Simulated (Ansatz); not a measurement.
Reaction (atomization): `C/C=[C](\[AlH2])Br` → Al• + Br• + 3 C• + 6 H•

Isolated molecules relaxed with PBE0-D4/def2-TZVP in Ansatz; ΔE leaves out vibrations. CCSD(T)/CBS adds triple-zeta CCSD(T) − MP2 to the extrapolated MP2 energy (def2 sets, frozen cores). This one scheme is used for every species, atoms too. DFT in def2-TZVPP. No spin–orbit coupling; open shells (•) take unrestricted orbitals. Spin–orbit coupling would lower the free atoms: a little for Al, C; clearly for Br. For Br outer-core shells are correlated without core-valence functions, so the limit isn't a true one: a few kJ/mol of doubt a bond, and 10 to 20 or more in all where bonds break to atoms. Scalar relativity is left out up to krypton.

`C/C=[C](\[AlH2])Br`:

```xyz
11

C    -1.456    0.642   -0.141
C    -0.215    0.795    0.669
C     0.885    0.053    0.522
Al    1.250   -1.403   -0.719
Br    2.363    0.445    1.692
H    -1.690    1.578   -0.657
H    -2.309    0.423    0.510
H    -1.376   -0.152   -0.883
H    -0.238    1.578    1.427
H     2.659   -2.113   -0.672
H     0.128   -1.846   -1.750
```

```tsv
level	ΔE (kcal/mol)
PBE-D4	951.4
ωB97X-V	933.6
ωB97M-V	933.6
r2SCAN	936.3
PBE0	932.6
SCS-MP2/def2-TZVPP	919.4
CCSD(T)/def2-TZVPP	911.0
MP2/CBS(def2)	948.2
```

What does CCSD(T)/CBS give? (Best estimate.)

Computed: +934.1 kcal/mol. The listed levels differ from it by 17.3, -0.5, -0.5, 2.2, -1.5, -14.7, -23.1, 14.1 kcal/mol.

Largest T1 diagnostic among the species: 0.018.

From PBE to PBE0 (25 % exact exchange), in def2-TZVPP and without D4, ΔE moves by −12.7 kcal/mol: exact exchange takes away binding that semilocal exchange gives to molecules. The D4 term adds +9.9 kcal/mol with B3LYP and +5.2 kcal/mol with PBE0; it sums over pairs of atoms, weighted by their polarisabilities, and B3LYP, whose exchange is more repulsive, gets the larger term. In def2-TZVPP, CCSD(T) changes the Hartree–Fock value by +219.8 kcal/mol (the triples alone add +14.8 kcal/mol) and MP2 by +234.0 kcal/mol; breaking electron pairs costs correlation energy, which Hartree–Fock lacks.

B3LYP here is the variant with VWN-RPA as its local correlation; programs differ in this.

For atomizations the MP2-based limit and the directly extrapolated one differ by several kJ/mol either way, and by 10 to 25 for some Ge, Se and Sn compounds, so smaller differences from it don't rank the levels.
